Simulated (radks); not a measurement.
The numbers below are computed, except where a source is named.
Problem. Ir V, configuration [Kr] 4d10 4f14 5s2 5p5 5d5 6p1 (not the ground configuration). Code: a radial shooting solver on a logarithmic mesh with Libxc functionals. Model: Dirac Kohn-Sham, PW91, spin-unpolarised, spherical densities, finite nucleus; open shells fill j = l - 1/2 first; Fermi nuclear charge, rms radius 5.4032 fm.

Spin-orbit splittings of the eigenvalues, e(l+1/2) - e(l-1/2), with zeta = 2 splitting/(2l+1) and mean radii in bohr:

shell  occ.  splitting (eV)  zeta (eV)  <r> j=l-1/2  <r> j=l+1/2
2p        6            1628       1085      0.06017      0.06848
3p        6           356.5      237.6       0.1801       0.1954
3d       10           77.04      30.82       0.1705       0.1751
4p        6               ?          ?       0.4266       0.4603
4d       10           15.66      6.265       0.4717       0.4829
4f       14           3.137     0.8962       0.5287       0.5361
5p        5           14.37      9.578        1.043        1.130
5d        5           1.721     0.6883        1.418        1.453
5f        0         0.07188    0.02054        2.937        2.955
6p        1           2.549      1.699        2.495        2.667
6d        0          0.3244     0.1298        3.497        3.549

Estimate the 4p splitting.

Solution. 84.34 eV (zeta = 56.23 eV).
